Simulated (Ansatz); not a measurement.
Program: Ansatz. Geometries: PBE0-D4/def2-TZVP. ΔE: electronic, gas phase. CBS: MP2 limit from def2 TZ/QZ plus the TZ coupled-cluster correction, frozen cores. This one scheme is used for every species. DFT in def2-TZVPP. One conformer a species, not always the lowest.

Consider the hydrogenolysis of the Si–S bond: `O[SiH]([SiH3])[SiH2]S` + H₂ → `O[SiH]([SiH3])[SiH3]` + H₂S.

```tsv
level	ΔE (kJ/mol)
r2SCANh-D4	44.6
CAM-B3LYP-D4	32.9
CAM-B3LYP	25.7
CCSD/def2-TZVPP	28.9
```

(1) What does CCSD(T)/CBS give? (Best estimate.)

Largest T1 diagnostic among the species: 0.013.

Results:

(1) The calculation gave: +41.1 kJ/mol. The listed levels differ from it by 3.5, -8.2, -15.4, -12.2 kJ/mol.

Leaving LDA and LC-ωPBE aside and taking each functional with its dispersion term where it has one, the values, not all of them listed here, spread over 18.6 kJ/mol, from CAM-B3LYP-D4 to revPBE-D4. LDA lies +4.1 kJ/mol from PBE without D4. From PBE to PBE0 (25 % exact exchange), in def2-TZVPP and without D4, ΔE moves by −3.1 kJ/mol.

CCSD(T)/CBS has its own doubt, a few kJ/mol and more with outer-core shells, so smaller differences from it don't rank the levels.
